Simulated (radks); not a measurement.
The mean radii <r> (bohr) of the occupied orbitals of an atom or ion are listed with their occupations. Method: scalar-relativistic Kohn-Sham, r2SCAN, spin-unpolarised, spherical densities, finite nucleus; meta-GGA in the generalised Kohn-Sham scheme; Fermi nuclear charge, rms radius of each element as measured or else 0.836 A^(1/3) + 0.57 fm; computed with a radial shooting solver on a logarithmic mesh with Libxc functionals.

| orbital | occ. | <r> |
|---|---|---|
| 1s | 2 | 0.03344 |
| 2s | 2 | 0.1456 |
| 2p | 6 | 0.1270 |
| 3s | 2 | 0.4017 |
| 3p | 6 | 0.4024 |
| 3d | 10 | 0.3842 |
| 4s | 2 | 1.024 |
| 4p | 6 | 1.132 |
| 4d | 7 | 1.631 |

Name the element and its charge.

Answer. Z = 44, ruthenium, charge +1: Ru+ in [Kr] 4d7. The 1s radius gives Z: for a bare nucleus <r> = (2 gamma + 1)/(2Z) with gamma = sqrt(1 - (Z/c)^2), 0.03289 bohr for Z = 44, and screening makes it slightly larger (0.03344 here). The occupations add up to 43, and the charge is Z minus that.
